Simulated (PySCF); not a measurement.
**Telling isomers of C$_{5}$H$_{5}$NO$_{3}$ apart by NMR**

- GFN2-xTB structure
- PBE0/pcSseg-1 with gauge-including orbitals
- B3LYP/pcJ-1 coupling constants (spin–dipole term left out of most H,H and C,H couplings)
- code: PySCF
- no relativistic terms, in vacuum, averaged over atoms made equivalent by symmetry, fast rotation or ring inversion, single conformer

Chemical shifts δ = σref − σ; ¹H (σref 31.72) and ¹³C (σref 186.93) vs TMS, all at this level. Multiplet labels drop J under 1 Hz and among equivalent protons, and merge close values. Unscaled 3J(H,H) run several per cent high. Where no couplings were computed, multiplicities follow the n + 1 count of equivalent neighbours, and m marks all less simple cases (inequivalent or close neighbours, rings, F or P nearby). Shifts are as computed. Against solution values, carbons near 30 ppm lie about +3 ppm off and those near 130 ppm about +5 ppm. Of 1211 compounds with measured shifts, 218 miss one by over three times the rms of a fit or turn the order of signals round; such compounds aren't used in these exercises.

(1) Tabulate the signals of `COC(=O)c1cnoc1`, `COC(=O)c1ccon1`, `N#CC1COC(=O)OC1`, `C/N=C\c1coc(=O)o1` and their relative energies.

(2) What is the quickest way to tell COC(=O)c1cnoc1 from N#CC1COC(=O)OC1?

(3) What is the quickest way to tell COC(=O)c1ccon1 from N#CC1COC(=O)OC1?

(4) What is the quickest way to tell COC(=O)c1ccon1 from C/N=C\c1coc(=O)o1?

Results:

(1) 
```json
{"SMILES": "COC(=O)c1cnoc1", "carbon types": "2×C 2×CH 1×CH3", "δC": "171.2, 168.0, 153.4, 122.7, 54.0", "δH": "9.20 (m, 1H), 8.56 (m, 1H), 4.11 (s, 3H)", "E rel. (kcal/mol)": "17.0"}
{"SMILES": "COC(=O)c1ccon1", "carbon types": "2×C 2×CH 1×CH3", "δC": "168.5, 165.8, 160.9, 115.4, 54.2", "δH": "8.68 (d, 1H), 7.14 (d, 1H), 4.18 (s, 3H)", "E rel. (kcal/mol)": "20.4"}
{"SMILES": "N#CC1COC(=O)OC1", "carbon types": "2×C 1×CH 2×CH2", "δC": "147.6, 118.6, 71.1, 24.3", "δH": "4.72 (m, 2H), 4.47 (m, 2H), 2.90 (m, 1H)", "E rel. (kcal/mol)": "0.0"}
{"SMILES": "C/N=C\\c1coc(=O)o1", "carbon types": "2×C 2×CH 1×CH3", "δC": "155.6, 151.4, 142.9, 139.5, 44.2", "δH": "8.47 (s, 1H), 7.13 (s, 1H), 3.65 (s, 3H)", "E rel. (kcal/mol)": "11.9"}
```

Energies are electronic energies at PBE0/pcSseg-1 on these geometries, without zero-point or thermal terms, each for the one conformer computed, which needn't be the lowest.

(2) Count the carbon signals: 5 against 4. The first has an aromatic CH next to the ring oxygen at 171.2 ppm, the second an sp3 CH2 bonded to O at 71.1 ppm. Their most deshielded carbons lie at 171.2 and 147.6 ppm. In the proton spectra the most deshielded non-exchanging signals are 9.20 (m, 1H) and 4.72 (m, 2H).

(3) Count the carbon signals: 5 against 4. The first has an aromatic CH next to the ring oxygen at 165.8 ppm, the second an sp3 CH2 bonded to O at 71.1 ppm. Their most deshielded carbons lie at 168.5 and 147.6 ppm. In the proton spectra the most deshielded non-exchanging signals are 8.68 (d, J = 2.0 Hz, 1H) and 4.72 (m, 2H).

(4) Both give the same number of carbon signals, with the same numbers of each carbon type, so the positions decide. The first has an aromatic CH at 115.4 ppm, the second a unsaturated ring CH at 139.5 ppm. Their most deshielded carbons lie at 168.5 and 155.6 ppm.
